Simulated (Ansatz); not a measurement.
Harmonic frequencies (cm⁻¹) at PBE0-D4/def2-TZVP from Ansatz: 90, 122, 138, 153, 173, 182, 217, 402, 636, 656, 673, 870, 890, 3870, 3875.

Each molecule was computed in one conformer, which needn't be the lowest.

Task: Which molecule is it?
A. `N#[C][SnH2][C]#N`
B. `[OH][Sn]([OH])([F])[Cl]`
C. `N#[C][Sn]([Cl])([Cl])[Cl]`
D. `[SH][SnH2][Cl]`

Result: B.
